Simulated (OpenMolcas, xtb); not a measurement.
# How methods differ on C2H5BO (SMILES B1CCO1)

The species is C2H5BO (9 atoms), meant as a singlet with charge 0. As SMILES, `B1CCO1`. The shape is that of a PBE0-D4/def2-TZVP optimisation.

Quantity: the vertical energy of the triplet above the singlet, in eV. The values are calculated.

```csv
level,kind,program,value (eV),less CCSD(T)/def2-SVP,CPU time (all runs)
GFN0-xTB,semi-empirical,xtb,5.58,-0.80,under 2 s
HF/def2-SVP,Hartree–Fock,OpenMolcas,6.22,-0.16,17 s
SVWN5/def2-SVP,LDA,OpenMolcas,5.71,-0.67,72 s
revPBE/def2-SVP,GGA,OpenMolcas,5.65,-0.73,2.2 min
TPSS/def2-SVP,meta-GGA,OpenMolcas,5.73,-0.65,3.3 min
B3LYP/def2-SVP,global hybrid,OpenMolcas,5.94,-0.44,2 min
M06-2X/def2-SVP,hybrid meta-GGA,OpenMolcas,6.20,-0.18,2.9 min
"CCSD(T)/def2-SVP, open shells restricted",coupled cluster or CI,OpenMolcas,6.38,0.00,2.2 min
```

CCSD(T)/def2-SVP, open shells restricted is the highest level here, not the true value. The values span 5.58 to 6.38 eV. The xTB rows lack spin polarisation, so open shells miss the exchange term that lowers them. A triplet this far above the singlet is often a Rydberg-like or dissociative state; sets without diffuse functions put Rydberg states too high. CPU times are rough (shared hosts, several kinds of processor): they show what a rung costs within a factor of a few.
